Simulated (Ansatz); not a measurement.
Computed with Ansatz on PBE0-D4/def2-TZVP structures; ΔE is electronic, products minus reactants. CCSD(T)/CBS is the MP2 limit (def2-TZVPP, def2-QZVPP) plus CCSD(T) − MP2 in def2-TZVPP, frozen cores. This one scheme is used for every species. Functionals use def2-TZVPP. B3LYP here is the variant with VWN-RPA as its local correlation; programs differ in this. HSE06 is defined as in plane-wave codes. One conformer a species, not always the lowest.

Reaction (ligand exchange at the Al–S bond): `[SiH3][AlH][S][SiH3]` + PH₃ → `[SiH3][AlH][PH2]` + `[SiH3]S`

Q: Is it downhill or uphill in electronic energy at CCSD(T)/CBS, and by how much? (An estimate is asked.)

A: Ansatz gave: Uphill: ΔE = +19.1 kcal/mol.

Q: What do these levels give: PBE-D4, revPBE-D4, BLYP-D4, r2SCANh-D4, HSE06-D4, ωB97M-V, revPBE, BLYP, B3LYP, CCSD/def2-TZVPP, HF/CBS(def2), MP2/CBS(def2)? (An estimate is asked.)

A: The calculation gave: PBE-D4 17.4, revPBE-D4 17.6, BLYP-D4 18.6, r2SCANh-D4 18.7, HSE06-D4 18.0, ωB97M-V 19.4, revPBE 15.3, BLYP 16.1, B3LYP 17.0, CCSD/def2-TZVPP 18.6, HF/CBS(def2) 18.6, MP2/CBS(def2) 20.2 kcal/mol.

Largest T1 diagnostic among the species: 0.014.

At CCSD(T), def2-SVP lies +1.2 kcal/mol from the extrapolated value and def2-TZVPP −0.2 kcal/mol. From PBE to PBE0 (25 % exact exchange), in def2-TZVPP and without D4, ΔE moves by +0.8 kcal/mol.
